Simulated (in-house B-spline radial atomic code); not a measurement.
RPA and G0W0 for N6+, 1s1, highest spin, as one setting changes: the highest l of the empty states. Start: Hartree-Fock. A dash marks a level of low quasi-particle weight. Computed with an all-electron radial atomic-structure program (B-spline basis): all electrons, non-relativistic, point nucleus, each spin shell either full or empty, empty states to the listed l with an (l + 1/2)⁻⁴ tail; G0W0 by contour deformation at full frequency.

Relativity, left out, deepens the 1s level by about Z⁴α²/8 hartree.

With one electron the exact correlation energy is zero, so what RPA and GW give is self-correlation.

```tsv
highest l of the empty states	RPA summed (Eh)	RPA extrapolated (Eh)	G0W0 level (eV)
2	-0.02052	-0.02138	1s up -666.53
3	?	?	?
4	-0.021247	-0.021461	1s up -666.53
5	?	?	?
6	-0.021385	-0.021465	1s up -666.53
7	-0.021411	-0.021465	1s up -666.53
8	-0.021426	-0.021463	1s up -666.53
9	-0.021436	-0.021461	1s up -666.53
10	-0.021441	-0.021458	1s up -666.53
11	-0.021445	-0.021458	1s up -666.53
```

(1) What belongs in the row for 5?

(2) What belongs in the row for 3?

## Answers

(1) RPA summed (Eh): -0.021338; RPA extrapolated (Eh): -0.021465; G0W0 level (eV): 1s up -666.53.

(2) RPA summed (Eh): -0.021047; RPA extrapolated (Eh): -0.021447; G0W0 level (eV): 1s up -666.53.
